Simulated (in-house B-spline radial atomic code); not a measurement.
A radial electron density 4πr²n(r) was computed for an atom or ion in its tabulated ground configuration with a B-spline radial code for spherical atoms; method: Dirac-Hartree-Fock, average of configuration. Columns: r (bohr), 4πr²n(r) (electrons per bohr), bar.

```
 0.00108    1.939 #
 0.00128    2.605 #
 0.00152    3.498 ##
  0.0018    4.654 ##
 0.00213    6.151 ###
 0.00252    8.076 ####
 0.00298    10.52 ######
 0.00353    13.62 #######
 0.00418    17.45 #########
 0.00496    22.14 ############
 0.00587     27.6 ###############
 0.00695    33.84 ##################
 0.00823    40.68 ######################
 0.00975     47.8 #########################
  0.0115    54.48 #############################
  0.0137    60.59 ################################
  0.0162    64.76 ##################################
  0.0192    66.66 ###################################
  0.0227    66.04 ###################################
  0.0269    63.32 ##################################
  0.0318    59.87 ################################
  0.0377    57.57 ###############################
  0.0446    58.49 ###############################
  0.0529    63.67 ##################################
  0.0626    71.86 ######################################
  0.0741    79.71 ##########################################
  0.0878    82.75 ############################################
   0.104    78.06 ##########################################
   0.123    67.17 ####################################
   0.146    55.51 ##############################
   0.173    50.06 ###########################
   0.205    52.44 ############################
   0.242    57.14 ##############################
   0.287    56.12 ##############################
    0.34    45.44 ########################
   0.402    29.18 ################
   0.476    14.24 ########
   0.564    5.073 ###
   0.668    1.268 #
   0.791   0.2103 
   0.937  0.02151 
    1.11 0.001259
```

(1) Which atom or ion is it?
A. Sb27+
B. Te26+
C. Sb25+
D. Sb26+

Answers

(1) D. The area under the curve, ∫4πr²n dr = ∫r·4πr²n d(ln r) on this logarithmic grid, is 25 electrons, which only this option has. The configuration is [Ar] 3d7.
